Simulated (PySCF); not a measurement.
BF$_{3}$, singlet, geometry from GFN2-xTB; PBE/6-31G in PySCF.

Input for PySCF:
```python
from pyscf import gto, scf, dft

mol = gto.M(
    atom='''
B    -0.00000000    0.00000000   -0.00000000
F    -0.00659779    1.30036204   -0.00088081
F     1.12944220   -0.64446528    0.00325160
F    -1.12284440   -0.65589676   -0.00237079
''',
    basis='6-31g',
    verbose=4,
)

mf = dft.RKS(mol)
mf.xc = 'pbe'
mf.kernel()
mf.analyze()
```

It wrote (shortened):

```
PySCF version 2.14.0

[INPUT] verbose = 4
[INPUT] num. atoms = 4
[INPUT] num. electrons = 32
[INPUT] charge = 0
[INPUT] spin (= nelec alpha-beta = 2S) = 0
[INPUT] symmetry False subgroup None
[INPUT] Mole.unit = angstrom
[INPUT] Symbol           X                Y                Z      unit          X                Y                Z       unit  Magmom
[...]
nuclear repulsion = 112.029202290504
number of shells = 20
number of NR pGTOs = 88
number of NR cGTOs = 36
basis = 6-31g
ecp = {}

******** <class 'pyscf.dft.rks.RKS'> ********
method = RKS
initial guess = minao
damping factor = 0
level_shift factor = 0
DIIS = <class 'pyscf.scf.diis.CDIIS'>
diis_start_cycle = 1
diis_space = 8
diis_damp = 0
SCF conv_tol = 1e-09
SCF conv_tol_grad = None
SCF max_cycles = 50
direct_scf = True
direct_scf_tol = 1e-13
XC library pyscf.dft.libxc version 7.1.2
    S. Lehtola, C. Steigemann, M. J. T. Oliveira, and M. A. L. Marques,  SoftwareX 7, 1–5 (2018)
XC functionals = pbe
    J. P. Perdew, K. Burke, and M. Ernzerhof,  Phys. Rev. Lett. 77, 3865 (1996)
    J. P. Perdew, K. Burke, and M. Ernzerhof,  Phys. Rev. Lett. 78, 1396 (1997)
    J. P. Perdew, K. Burke, and M. Ernzerhof,  Phys. Rev. Lett. 77, 3865 (1996)
    J. P. Perdew, K. Burke, and M. Ernzerhof,  Phys. Rev. Lett. 78, 1396 (1997)
radial grids:
    Treutler-Ahlrichs [JCP 102, 346 (1995); DOI:10.1063/1.469408] (M4) radial grids

becke partition: Becke, JCP 88, 2547 (1988); DOI:10.1063/1.454033
pruning grids: <function nwchem_prune>
grids dens level: 3
symmetrized grids: False
atomic radii adjust function: <function treutler_atomic_radii_adjust>
small_rho_cutoff = 0
Set gradient conv threshold to 3.16228e-05
Initial guess from minao.
tot grids = 56832
init E= -324.635233130512
[...]
cycle= 1 E= -324.022928918403  delta_E= 0.612  |g|= 0.828  |ddm|=  2.1
[...]
cycle= 2 E= -323.783259350646  delta_E= 0.24  |g|= 1.48  |ddm|= 1.36
[...]
cycle= 3 E= -324.142203692189  delta_E= -0.359  |g|= 0.0155  |ddm|= 0.851
[...]
cycle= 4 E= -324.142239135154  delta_E= -3.54e-05  |g|= 0.00668  |ddm|= 0.0182
[...]
cycle= 5 E= -324.14225058538  delta_E= -1.15e-05  |g|= 0.000567  |ddm|= 0.00695
[...]
cycle= 6 E= -324.142250633539  delta_E= -4.82e-08  |g|= 3.49e-05  |ddm|= 0.000268
[...]
cycle= 7 E= -324.142250633671  delta_E= -1.32e-10  |g|= 2.5e-05  |ddm|= 3.37e-05
[...]
Extra cycle  E= -324.142250633339  delta_E= 3.32e-10  |g|= 5.18e-05  |ddm|= 4.36e-05
converged SCF energy = -324.142250633339
**** SCF Summaries ****
Total Energy =                        -324.142250633339131
Nuclear Repulsion Energy =             112.029202290504372
One-electron Energy =                 -673.066123199723961
Two-electron Energy =                  236.894670275880458
Two-electron Coulomb Energy =          272.144837904833992
DFT Exchange-Correlation Energy =      -35.250167628953548
HOMO-LUMO gap [eV] =                     9.349452171755464
**** MO energy ****
[...]
 ** Mulliken pop on meta-lowdin orthogonal AOs  **
 ** Mulliken pop  **
[...]
 ** Mulliken atomic charges  **
charge of    0B =      0.61026
charge of    1F =     -0.20341
charge of    2F =     -0.20343
charge of    3F =     -0.20342
Dipole moment(X, Y, Z, Debye): -0.00006,  0.00008, -0.00000
```
